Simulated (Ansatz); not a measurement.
The same path of BrH + ClH5Si2 (10 atoms, charge 0, multiplicity 1) was run twice with different band settings. Lost on the way: Si1–Cl2, Br9–H10. Made: Si1–Br9, Cl2–H10.

Computed with RKS r2SCANh/def2-SVP in Ansatz.

Relaxed end points:

```xyz
10
Properties=species:S:1:pos:R:3
Si 0.210 -0.043 -0.076
Cl 0.456 0.059 2.009
H 1.583 -0.089 -0.648
Si -0.974 1.857 -0.811
H -2.209 1.454 -1.541
H -1.313 2.713 0.360
H -0.091 2.624 -1.740
H -0.485 -1.323 -0.376
Br -3.272 -0.003 1.585
H -1.980 0.012 2.199
```

```xyz
10
Properties=species:S:1:pos:R:3
Si -0.613 -0.368 -0.403
Cl 0.080 1.195 2.955
H 0.682 -0.626 0.279
Si -1.019 1.886 -0.897
H -2.278 1.960 -1.695
H -1.168 2.663 0.363
H 0.110 2.431 -1.709
H -0.716 -1.233 -1.611
Br -2.251 -1.049 0.998
H -0.903 0.401 2.681
```

Common settings: spring 5.0 eV/Å²; optimiser quadratic models (default); start path through a guess of the saddle point; force threshold 0.05 eV/Å; iteration limit 60; end points relaxed.

| run | movable images | climbing image |
| --- | --- | --- |
| 1 | 5 | yes |
| 2 | 8 | no |

What does each run give, and how far can it be trusted?

Run 1: converged after 20 iterations, highest image 1.369 eV above the first end. A vibrational analysis at the climbing image gives one clearly imaginary mode, 384i cm⁻¹: a first-order saddle point.
Run 2: converged after 10 iterations, highest image 1.325 eV above the first end. No image climbed, so the highest image needn't sit at the top of the path.
The orbitals stay closed-shell, which can raise the energy where a bond breaks towards radicals; this wasn't checked here.
